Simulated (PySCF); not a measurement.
Computed shifts of a molecule C5H10Si, B3LYP/pcSseg-1 (PySCF), GIAO, gas phase, atoms alike by connectivity averaged where their shifts nearly agree, in ppm (number of nuclei): ¹³C: 114.9 (1), 82.4 (1), 13.5 (1), 10.7 (1), 8.3 (1). ²⁹Si: -63.2 (1). ¹H: 4.47 (1), 4.33 (1), 2.30 (3), 1.49 (3), 1.04 (1), 0.83 (1). References: ¹³C against TMS (σ = 181.3 ppm); ²⁹Si against TMS (σ = 338.7 ppm); ¹H against TMS (σ = 31.68 ppm), references at their B3LYP-D3(BJ)/def2-TZVP geometries, non-relativistic. Geometry: TPSSh-D3(BJ)/def2-SVP. Other conformers were not sampled.

Task: Pick the molecule that these values belong to.
A. CC=C=C(C)[SiH3]
B. CC#C[SiH2]CC
C. C[SiH2][C@@H]1C=CC1
D. CC=C=C[SiH2]C

Result: B, CC#C[SiH2]CC
